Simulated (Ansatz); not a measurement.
Total energies of Cu(PH3)Me (CH6CuP) from Ansatz at PBE0-D4/def2-TZVP, gas phase (1 Eh = 27.2114 eV = 2625.5 kJ/mol). The reference geometry is relaxed at r2SCAN-D4/def2-TZVP.

Cartesian coordinates in Å:
```
Cu 0.1922 0.0730 -0.0721
P -1.7544 -0.6120 0.5993
H -2.6522 0.2912 1.2128
H -1.8417 -1.6341 1.5718
H -2.6688 -1.1694 -0.3235
C 1.9128 0.6699 -0.6562
H 2.5126 -0.1625 -1.0404
H 2.4731 1.1306 0.1648
H 1.8265 1.4131 -1.4564
```

```csv
state,geometry,energy (Eh)
charge 0 singlet,reference,-2023.18858
charge 1 doublet,reference,-2022.89895
charge 1 doublet,relaxed at r2SCAN-D4/def2-TZVP,-2022.91040
free Cu atom (doublet),–,-1640.24417
free P atom (quartet),–,-341.13505
free H atom (doublet),–,-0.50104
free C atom (triplet),–,-37.80537
```

Problem. Work out the vertical ionisation energy to the doublet.

Solution. E(charge 1 doublet) − E(charge 0 singlet) = -2022.89895 − (-2023.18858) = 0.28963 Eh = 7.88 eV. For comparison, −ε of the highest occupied level is 5.86 eV at this level, 2.02 eV less.

Problem. How much does the charge 1 doublet relax, and what is the adiabatic ionisation energy?

Solution. Relaxation: -2022.89895 − (-2022.91040) = 0.01145 Eh = 0.31 eV. Adiabatic ionisation energy: 0.27818 Eh = 7.57 eV, without zero-point energy. 

Problem. What is the binding energy per atom against free atoms?

Solution. Atoms: 1 × (-1640.24417) + 1 × (-341.13505) + 6 × (-0.50104) + 1 × (-37.80537) = -2022.19083 Eh. Binding: -2022.19083 − (-2023.18858) = 0.99775 Eh = 27.15 eV, or 3.02 eV for each of 9 atoms (no zero-point energy, no counterpoise term).
